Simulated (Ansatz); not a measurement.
Mulliken charges of BClFH$_{4}$NSi, SMILES `NB[SiH](F)Cl` from r2SCAN/def2-TZVPP in Ansatz (PBE0-D4/def2-TZVP geometry).

```csv
atom,x (Å),y (Å),z (Å),charge (e)
N1,0.552,-0.811,-1.310,-0.267
B2,-0.186,-0.831,-0.142,-0.037
Si3,-0.173,0.809,1.015,0.628
F4,0.832,1.887,0.372,-0.329
Cl5,-2.044,1.664,1.040,-0.256
H6,0.586,-1.583,-1.956,0.185
H7,1.101,-0.018,-1.604,0.187
H8,-0.813,-1.812,0.135,-0.008
H9,0.233,0.649,2.432,-0.103
```

Task: By hand: the dipole of these point charges (1 e Å = 4.8032 D).

Result: Σ q r = (0.297, -0.640, -0.310) e Å, of length 0.771 e Å = 3.70 D.

Task: How does the dipole of the full density compare? (An estimate is asked.)

Result: Ansatz gave: (0.305, -0.432, -0.391) e Å, 3.16 D; the point charges give 1.17 times that, at 16° from its direction.

Point charges leave out the atoms' own dipoles, such as those of lone pairs, and Mulliken's split depends on the basis, so the two needn't agree.
